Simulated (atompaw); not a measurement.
Scattering properties, PAW (atompaw) potential for beryllium

* Element: beryllium
* Generator: atompaw 4.2.0.5
* Type: PAW
* Functional: PBE
* Relativity: scalar-relativistic
* Frozen core: [He]
* Valence charge: 2
* Reference configuration: 2s1.5 2p0.5
* Partial waves: 2s (bound): rc 3.00 bohr; 2s channel at 3.5 Ry: rc 3.00 bohr; 2p (bound): rc 3.00 bohr; 2p channel at 2.3 Ry: rc 3.00 bohr; 3d channel at 0.3 Ry: rc 3.00 bohr; 3d channel at 1.1 Ry: rc 3.00 bohr
* Local potential: ultrasoft scheme with l = 3 at 0 Ry, radius 3.00 bohr
* Core correction: smooth core density matched at 2.10 bohr
* Augmentation charge: gaussian compensation charge, radius 2.55 bohr; PAW radius 3.00 bohr; waves and projectors: custom polynom vanderbiltortho

The phase is arctan(r·u′/u) with u = r·R(r), unwrapped; energies in Ry, scanned from -2 to 5 Ry. A pole is an energy at which the radial function vanishes at the test radius. The pseudo phase is shifted by a multiple of π to meet the all-electron one at the reference energy, and phase errors are pseudo minus all-electron; the curves can meet again beyond the range given. Levels narrower than the energy grid can be missing from the lists of poles.

```tsv
channel	radius (bohr)	reference energy (Ry)	poles, all-electron	poles, pseudo	unbroken range about the reference energy with phases within 0.05 rad	phase error 1 Ry above the reference energy (rad)
s	3.01	-0.43	0.18, 4.57	0.18, 4.51	below 1.7	-0.006
p	3.01	-0.17	0.45, 3.99	0.46, 4.24	below 4.9	+0.010
d	3.01	0.30	2.38	2.39	below 4.1	+0.000
```

Phases in the d channel:

```csv
E (Ry),all-electron,pseudo
-2.00,1.351,1.351
-1.52,1.325,1.325
-1.04,1.288,1.288
-0.56,1.228,1.228
-0.08,1.115,1.115
0.40,0.824,0.824
0.88,-0.243,-0.243
1.36,-1.180,-1.180
1.84,-1.440,-1.440
2.32,-1.559,-1.558
2.80,-1.642,-1.641
3.28,-1.728,-1.724
3.76,-1.863,-1.847
4.24,-2.248,-2.152
4.72,-3.750,-3.407
```
